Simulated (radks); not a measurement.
Task: All-electron atom: neutral barium in [Kr] 4d10 5p6 6s2 6p2 (not the ground configuration). Calculated with a radial shooting solver on a logarithmic mesh with Libxc functionals: scalar-relativistic Kohn-Sham, LDA (Slater exchange, Perdew-Wang correlation), spin-polarised, spherical densities, finite nucleus; open shells are filled with parallel spins first (spin-orbit coupling, left out, can overturn this in heavy ions); Fermi nuclear charge, rms radius 4.8378 fm. Some entries of the table are withheld. Estimate them.

| orbital | occ. | eigenvalue (eV) | <1/r> (bohr^-1) |
|---|---|---|---|
| 1s up | 1 | -37231.97 | 60.64 |
| 1s down | 1 | -37231.95 | 60.64 |
| 2s up | 1 | -5898.414 | 13.95 |
| 2s down | 1 | -5898.405 | 13.95 |
| 2p up | 3 | -5293.876 | 13.27 |
| 2p down | 3 | -5293.862 | 13.27 |
| 3s up | 1 | -1256.090 | 5.036 |
| 3s down | 1 | -1256.075 | 5.036 |
| 3p up | 3 | -1062.205 | 4.780 |
| 3p down | 3 | -1062.189 | 4.780 |
| 3d up | 5 | -779.7056 | 4.533 |
| 3d down | 5 | -779.6906 | 4.533 |
| 4s up | 1 | -257.4288 | 2.088 |
| 4s down | 1 | -257.3989 | 2.088 |
| 4p up | 3 | -194.7410 | 1.924 |
| 4p down | 3 | -194.7084 | 1.924 |
| 4d up | 5 | -103.5803 | 1.662 |
| 4d down | 5 | -103.5386 | 1.662 |
| 5p up | 3 | -28.3451 | 0.7290 |
| 5p down | 3 | -28.2216 | 0.7299 |
| 6s up | 1 | -6.4642 | (1) |
| 6s down | 1 | -5.8352 | (2) |
| 6p up | 2 | -3.2119 | 0.2611 |
| 6p down | 0 | -2.5709 | 0.2564 |

Result: 
(1) 6s up <1/r> (bohr^-1): 0.3285
(2) 6s down <1/r> (bohr^-1): 0.3319
